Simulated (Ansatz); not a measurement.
`F/C=[C](/[AlH2])[SiH3]` → Al• + 2 C• + F• + 6 H• + Si•  (atomization)

Program: Ansatz. Geometries: PBE0-D4/def2-TZVP. ΔE: electronic, gas phase. CCSD(T)/CBS is the MP2 limit (def2-TZVPP, def2-QZVPP) plus CCSD(T) − MP2 in def2-TZVPP, frozen cores. This one scheme is used for every species, atoms too. For atomizations the MP2-based limit and the directly extrapolated one differ by several kJ/mol either way, and by 10 to 25 for some Ge, Se and Sn compounds, so smaller differences from it don't rank the levels. Functionals use def2-TZVPP. Open shells (•) are unrestricted, without spin–orbit coupling. Spin–orbit coupling would lower the free atoms: a little for Al, C, F, Si.

CCSD(T)/CBS gives +3735.4 kJ/mol.

Task: Another level gave +3774.0 kJ/mol. Which?
A. revPBE/def2-TZVPP
B. B97M-V/def2-TZVPP
C. LC-ωPBE/def2-TZVPP
D. CAM-B3LYP-D4/def2-TZVPP

Result: B. B97M-V 3774.0, CAM-B3LYP-D4 3750.4, LC-ωPBE 3716.1, revPBE 3629.0 kJ/mol.

Largest T1 diagnostic among the species: 0.018.

From BLYP to BHLYP (50 % exact exchange), in def2-TZVPP and without D4, ΔE moves by −58.4 kJ/mol: exact exchange takes away binding that semilocal exchange gives to molecules. At CCSD(T), def2-SVP lies −192.9 kJ/mol from the extrapolated value and def2-TZVPP −93.9 kJ/mol: correlation converges slowly with the basis, and small sets miss more of it in the bonded molecule than in its fragments.
